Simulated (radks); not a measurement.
The numbers below are computed, except where a source is named.
Ionisation of the ruthenium ion Ru3+, [Kr] 4d5, to [Kr] 4d4 as the strength of local exchange is varied. Level of theory: scalar-relativistic Kohn-Sham, Slater X-alpha exchange (alpha = 2/3 is LDA exchange), no correlation, spin-polarised, spherical densities, finite nucleus; open shells are filled with parallel spins first (spin-orbit coupling, left out, can overturn this in heavy ions); Fermi nuclear charge, rms radius 4.4809 fm (a radial shooting solver on a logarithmic mesh with Libxc functionals).

alpha	E(Ru3+) (hartree)	exchange (hartree)	IE (eV)	-e of the level emptied (eV)	<r> of it (bohr)
0.576	-4503.49778	-106.72659	42.670	35.730 (4d)	1.472
0.627	-4512.97364	-116.40901	43.869	36.866 (4d)	1.456
0.631	-4513.71764	-117.17001	43.964	36.956 (4d)	1.454
0.667	-4520.41895	-124.02945	44.824	37.771 (4d)	1.443
0.794	-4544.13511	-148.37791	47.936	40.731 (4d)	1.406
0.922	-4568.15682	-173.15404	51.195	43.846 (4d)	1.370

NIST Atomic Spectra Database: 45 +/- 1.7 eV (theoretical). The Delta-SCF value meets it near alpha = 0.67. Open shells are spherical and high-spin; term and fine-structure splittings are not resolved.
